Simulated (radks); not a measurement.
Bi6+, configuration [Kr] 4d10 4f14 5s2 5p5 5d10 (not the ground configuration).

Calculated with a radial shooting solver on a logarithmic mesh with Libxc functionals: scalar-relativistic Kohn-Sham, LDA (Slater exchange, Perdew-Wang correlation), spin-polarised, spherical densities, finite nucleus; open shells are filled with parallel spins first (spin-orbit coupling, left out, can overturn this in heavy ions); Fermi nuclear charge, rms radius 5.5211 fm.

Energy parts (eV):
| part | energy |
|---|---|
| total | -585083.26 |
| kinetic | 662955.70 |
| electron-nucleus | -1456333.02 |
| Hartree | 218646.47 |
| exchange-correlation | -10352.41 |

Orbitals (lengths in bohr, moments of r in powers of bohr; r(max) is where P^2 peaks):
orbital  occ.  eigenvalue (eV)       <r^4>    r(max)      <r^2>
1s up       1        -90627.20   3.337e-07  0.009671  0.0003468
1s down     1        -90627.01   3.337e-07  0.009671  0.0003468
2s up       1        -16350.95  0.00004790   0.05624   0.005251
2s down     1        -16350.83  0.00004790   0.05624   0.005251
2p up       3        -14010.69  0.00004001   0.04692   0.004488
2p down     3        -14010.54  0.00004001   0.04692   0.004488
3s up       1        -4006.295    0.001715    0.1586    0.03375
3s down     1        -4006.169    0.001715    0.1586    0.03375
3p up       3        -3337.320    0.001922    0.1589    0.03504
3p down     3        -3337.182    0.001922    0.1589    0.03504
3d up       5        -2662.466    0.001475    0.1294    0.02903
3d down     5        -2662.333    0.001475    0.1294    0.02903
4s up       1        -979.0384     0.03714    0.3560     0.1607
4s down     1        -978.8253     0.03713    0.3560     0.1606
4p up       3        -759.6209     0.04997    0.3760     0.1843
4p down     3        -759.3902     0.04993    0.3760     0.1842
4d up       5        -508.2221     0.06647    0.3815     0.2059
4d down     5        -507.9578     0.06636    0.3815     0.2058
5s up       1        -234.4529      0.8235    0.7679     0.7607
5s down     1        -233.5088      0.8250    0.7676     0.7611
4f up       7        -231.1649      0.1022    0.3413     0.2309
4f down     7        -230.8497      0.1017    0.3413     0.2305
5p up       3        -171.5862       1.396    0.8546     0.9794
5p down     2        -170.6668       1.403    0.8547     0.9816
5d up       5        -100.0848       3.538     1.011      1.516
5d down     5         -99.3537       3.593     1.013      1.526

The highest occupied level is 5d down at -99.354 eV. The density falls to 0.001 e/bohr^3 at r = 2.73 bohr. Spin moment in Bohr magnetons: 1. Summed over all electrons, <r^2> = 28.95 bohr^2, which gives a Langevin (diamagnetic) susceptibility term of -22.9 x 10^-6 cm^3/mol. The spin density at the nucleus is -3.828 e/bohr^3 (1s -3.036, 2s 0.672, 3s 0.695, 4s -0.120, 5s -2.039). The electron density at the nucleus is 3.199e+06 e/bohr^3 (large components only).
